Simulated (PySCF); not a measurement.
A PySCF script (with the pyscf-properties extension) for the NMR shieldings of SMILES COc1ccccc1F, C7H7FO, on a GFN2-xTB geometry:

```python
import basis_set_exchange as bse
import numpy as np
from pyscf import gto, dft
from pyscf.prop import nmr

atoms = """
C     2.694575    0.024974    0.029763
O     1.608305    0.858757    0.348690
C     0.350988    0.387297    0.155117
C     0.020885   -0.874698   -0.326083
C    -1.305561   -1.245101   -0.484737
C    -2.327923   -0.373076   -0.165381
C    -2.022402    0.889684    0.318645
C    -0.703007    1.254431    0.470125
F    -0.412454    2.486778    0.937838
H     3.585372    0.608026    0.256108
H     2.694441   -0.886284    0.636302
H     2.697237   -0.242854   -1.031756
H     0.797160   -1.578254   -0.580559
H    -1.532998   -2.229862   -0.864134
H    -3.357974   -0.667330   -0.290247
H    -2.794243    1.596456    0.578899
"""
names = dict.fromkeys(["C", "O", "F", "H"], "pcSseg-1")
basis = {el: gto.basis.parse(bse.get_basis(n, elements=[el], fmt="nwchem")) for el, n in names.items()}
mol = gto.M(atom=atoms, basis=basis, charge=0, verbose=0)
mf = dft.RKS(mol, xc="PBE0")
mf.grids.level = 2
mf.grids.alignment = dft.numint.BLKSIZE   # the property module wants whole blocks of grid points
mf.conv_tol = 1e-9
mf.kernel()

calc = nmr.RKS(mf)   # GIAO
C = mf.mo_coeff
Co = C[:, mf.mo_occ > 0]
resp = mf.gen_response(singlet=True, hermi=2)
def vind(x):   # induced exchange potential for any number of trial vectors
    d = np.einsum("pi,xij,qj->xpq", C, 2 * x.reshape(-1, C.shape[1], Co.shape[1]), Co, optimize=True)
    return np.einsum("xpq,pi,qj->xij", resp(d - d.transpose(0, 2, 1)), C, Co, optimize=True).ravel()
mo1, _ = nmr.rhf.solve_mo1(calc, with_cphf=vind)
sigma = calc.kernel(mo1)
for i, s in enumerate(sigma):   # ppm
    print("%2d %-2s %9.2f" % (i, mol.atom_pure_symbol(i), np.trace(s) / 3))
```

Task: What does it print?

Result: 
```
 0 C     131.30
 1 O     246.06
 2 C      31.59
 3 C      71.92
 4 C      58.11
 5 C      61.58
 6 C      64.22
 7 C      24.31
 8 F     311.13
 9 H      27.31
10 H      27.98
11 H      28.00
12 H      24.86
13 H      24.42
14 H      24.58
15 H      24.32
```

These numbers come from an equivalent density-fitted implementation of the same equations, which agrees with the script to about 0.01 ppm for H and up to a few tenths of a ppm for heavy atoms, so last digits may differ.

Task: Turn these shieldings into chemical shifts. References, each an isolated molecule treated in the same way: TMS for ¹³C (σ = 186.93 ppm) and ¹H (σ = 31.72 ppm); ¹⁷O (σ = 336.08 ppm) vs H2O; ¹⁹F (σ = 170.95 ppm) against CFCl3.

Result: Averaging equivalent atoms: C 7: 162.6; C 2: 155.3; C 4: 128.8; C 5: 125.3; C 6: 122.7; C 3: 115.0; C 0: 55.6; O 1: 90.0; F 8: -140.2; H 15: 7.40; H 13: 7.29; H 14: 7.14; H 12: 6.86; H 9/10/11: 3.96 ppm. Unscaled 19F shifts against computed CFCl3 carry errors that often reach 10 to 50 ppm. Experimental scales use liquid or dissolved standards, which lie at an offset from isolated H2O (liquid H2O: subtract about 36 ppm).

Size and cost of the density-fitted run: 188 basis functions, 29 s wall time on 1 thread of an Arm Neoverse V1, shared host.
